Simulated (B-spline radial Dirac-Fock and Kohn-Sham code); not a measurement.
## K-line shifts caused by a second vacancy in Pr³⁺

System: Pr³⁺ in the configuration [Xe] 4f2, inside a Watson sphere of charge -3 and radius 2 Å (a model of the Madelung potential; inside it an electron's potential energy is raised by 21.6 eV).

The computed values come from a radial finite-basis atomic code: ΔSCF Dirac-Fock with Breit, self-energy and vacuum polarisation, finite nucleus, configuration average. Each two-hole energy is an average over J within one jj subconfiguration, not an observable level; in light atoms, where LS coupling holds, the j-resolved values are not observed lines, and for a K spectator the Kα1 hypersatellite is nearly forbidden. Correlation energy is missing from these numbers.

Lines without a spectator: Kα2 (K-L2) 35546.7 eV, Kα1 (K-L3) 36023.0 eV, Kβ3 (K-M2) 40646.8 eV, Kβ1 (K-M3) 40742.9 eV. Shifts in eV with one spectator hole (a dash: not computed, or left out as unreliable):

```
spectator hole    Kα2     Kα1     Kβ3     Kβ1
    L2 (2p1/2)  +83.0  +107.1       –  +218.9
    L3 (2p3/2)  +74.4   +76.8  +183.7       –
    M2 (3p1/2)      –  +14.13   +30.5   +36.5
    M3 (3p3/2)  +9.34       –  +29.23  +28.92
    M4 (3d3/2)  +2.34   -0.85       –       –
    M5 (3d5/2)  -1.72   +0.93       –       –
```

Problem. Where does the K-L3 hypersatellite lie, emitted when both K electrons are missing?

Solution. +745.4 eV from the normal line, at 36768.4 eV. Removing both K electrons costs 85008.8 eV, which is 1003.9 eV more than twice the K binding energy.

With n spectator holes in 2p, averaged over the 2p shell (energies in eV):

```
n     KαLⁿ   step  hypersatellite KαʰLⁿ
0  35864.2      –               36598.7
1  35948.9  +84.7               36685.1
2  36035.0  +86.1               36772.8
3  36122.4  +87.5               36861.9
4  36211.3  +88.9               36952.4
5  36301.6  +90.3               37044.3
```
